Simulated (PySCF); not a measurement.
Cost of one run: excited-state job, `[SeH][SiH2]O`.

Method: TDDFT CAM-B3LYP/def2-SVPD, vertical, gas phase, core orbitals frozen in the response (PySCF 2.14.0, density-fitted response routines). Geometry: GFN2-xTB. Work: 8 singlets by full TDDFT, 3 Tamm–Dancoff triplets, polarisability, density fitting. The input is one job of a driver script: a line of settings, then coordinates in Å.

Input:
```
{"job": {"kind": "uv", "xc": "CAM-B3LYP", "basis": "def2-SVPD", "nstates": 8, "ntriplets": 3}, "charge": 0, "multiplicity": 1}
O     -1.222808    -0.731722     0.278551
Si    -0.297410     0.576669     0.076667
Se     1.762007    -0.026902    -0.758114
H     -1.336583    -1.404144    -0.389233
H     -0.805059     1.494768    -0.931243
H     -0.158469     1.078150     1.429012
H      2.061656    -0.981915     0.267283
```

Hardware: x86-64 server, one thread (shared host).

The basis has 120 functions.

Question: Which is nearest to the wall time?
A. 0.94 s
B. 60 s
C. 7.5 s

Answer: C. The run took 7.5 s. The SCF took 11 cycles.

At this speed, how long would 500 such jobs take on 64 cores, one job a core?

500/64 gives 8 rounds of 7.5 s, about 60 s of wall time and 1 core-hours, if the jobs don't slow each other.

Times come from a shared host and carry two figures at best.

The run converged: HOMO -8.36 eV, LUMO 0.67 eV; lowest singlet 5.63 eV; lowest triplet 5.22 eV (Tamm–Dancoff); mean polarisability 59.7 au.
